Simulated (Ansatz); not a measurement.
ClH₃NNbO₂ (`[NH2][Nb](=[O])([OH])[Cl]`). Charge 0, multiplicity 1. Correlated methods include outer-core shells of Nb, which these sets cover unevenly. Nb: def2 effective core potential.

```xyz
8

N     1.152    0.722    0.419
Nb   -0.136   -0.551   -0.315
O     0.492   -2.075    0.052
O    -1.843   -0.396    0.495
Cl   -0.303   -0.224   -2.604
H     1.070    1.728    0.368
H     1.999    0.462    0.903
H    -2.432    0.334    0.682
```

(1) Give the diagnostics of a CCSD(T)/def2-TZVPP run (frozen core, Ansatz). (Best estimate.)

## Answers

(1) Computed: T1 = 0.0217, largest single amplitude 0.045, largest double 0.027, (T) share of the correlation energy 5.0 %, 12 CCSD cycles. The RHF solution is stable towards an unrestricted one. T1 lies over the customary mark of 0.02 for closed shells; compounds of d metals often pass it without a breakdown.
